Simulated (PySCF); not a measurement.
Bonds (- single, = double, # triple, : aromatic): N1#C2 1.143 Å, C2-C3 1.418 Å, C3:C4 1.385 Å, C4:C5 1.389 Å, C5:C6 1.394 Å, C6:C7 1.374 Å, C7:S8 1.691 Å, S8:C3 1.714 Å. C4 carries H9; C5 carries H10; C6 carries H11; C7 carries H12. Formal charges: S8 +1.

Total charge +1.

Geometry: GFN2-xTB; GIAO shifts from PySCF 2.14.0 with density-fitted response routines, gas phase, non-relativistic, averaged over equivalent atoms.

At mPW1PW91/pcSseg-1 (163 basis functions, 23 s wall time on 1 thread of an Intel Xeon Platinum 8488C, shared host):
| atoms | δ (ppm) |
| --- | --- |
| N1 | 389.4 |
| C7 | 169.9 |
| C5 | 160.0 |
| C3 | 153.3 |
| C4 | 150.3 |
| C6 | 143.8 |
| C2 | 116.2 |
| H12 | 9.97 |
| H10 | 9.54 |
| H9 | 9.41 |
| H11 | 9.32 |

Scale: 15N (σ = 266.26 ppm) against NH3; TMS for 13C (σ = 186.06 ppm), 1H (σ = 31.77 ppm) (reference shieldings calculated alike).

Question: What do these become at PBE0/pcSseg-1?

Answer: 
| atoms | δ at PBE0/pcSseg-1 | change |
| --- | --- | --- |
| N1 | 389.9 | +0.5 |
| C7 | 169.6 | -0.3 |
| C5 | 159.9 | -0.1 |
| C3 | 153.0 | -0.3 |
| C4 | 150.3 | +0.0 |
| C6 | 143.8 | +0.0 |
| C2 | 116.6 | +0.4 |
| H12 | 9.98 | +0.01 |
| H10 | 9.55 | +0.01 |
| H9 | 9.42 | +0.01 |
| H11 | 9.34 | +0.02 |

Chemical shifts δ = σref − σ; 15N (σref 267.73) vs NH3; TMS for 13C (σref 186.93) and 1H (σref 31.72), all at this level.

The largest change is at N1 (nitrile nitrogen). Cost: 163 basis functions, 27 s wall time on 1 thread of an Intel Xeon Platinum 8488C, shared host. The order of the carbon signals is the same at both levels.

Experimental scales use liquid or dissolved standards, which lie at an offset from isolated NH3 (liquid NH3: subtract about 20 ppm). Unscaled 15N shifts of sp2 nitrogen often come out too high even then, by a few to some tens of ppm.
